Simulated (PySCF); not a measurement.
VO2F, SMILES [O]=[V]([F])=[O], multiplicity 1.

Geometry optimised at B3LYP-D3(BJ)/def2-SVP. The multiplicity is an assumed one; other spin states were not compared.

Method: TDDFT-PBE/def2-SVPD (PySCF).

Vertical excitations. Gas-phase values at a fixed geometry. State labels are in the subgroup Cs.

Computed excitation energies, oscillator strengths and character:
| state | symmetry | energy (eV) | λ (nm) | f | main pairs |
|---|---|---|---|---|---|
| S1 | A" | 2.46 | 505 | 0.001 | HOMO→LUMO 100 % |
| S2 | A" | 3.42 | 363 | 0.002 | HOMO→LUMO+1 98 % |
| S3 | A' | 3.77 | 329 | 0.005 | HOMO−1→LUMO 93 % |
| S4 | A' | 4.01 | 309 | 0.007 | HOMO−2→LUMO 95 % |
| S5 | A" | 4.12 | 301 | 0.005 | HOMO−3→LUMO 96 % |
| S6 | A' | 4.19 | 296 | 0.002 | HOMO→LUMO+2 95 % |
| S7 | A' | 4.57 | 271 | 0.005 | HOMO−1→LUMO+1 90 % |
| S8 | A" | 4.82 | 257 | 0.001 | HOMO−4→LUMO 91 % |
| S9 | A" | 4.99 | 249 | 0.000 | HOMO−3→LUMO+1 91 % |
| S10 | A' | 5.10 | 243 | 0.005 | HOMO−5→LUMO 72 %, HOMO−2→LUMO+1 24 % |
| T1 | A" | 2.32 | 536 | 0 | HOMO→LUMO 100 % |
| T2 | A" | 3.13 | 396 | 0 | HOMO→LUMO+1 99 % |
| T3 | A' | 3.20 | 388 | 0 | HOMO−1→LUMO 97 % |
| T4 | A' | 3.66 | 339 | 0 | HOMO−2→LUMO 95 % |
Triplets are in the Tamm–Dancoff approximation, which puts them higher than full response would, so one can lie above its singlet here.
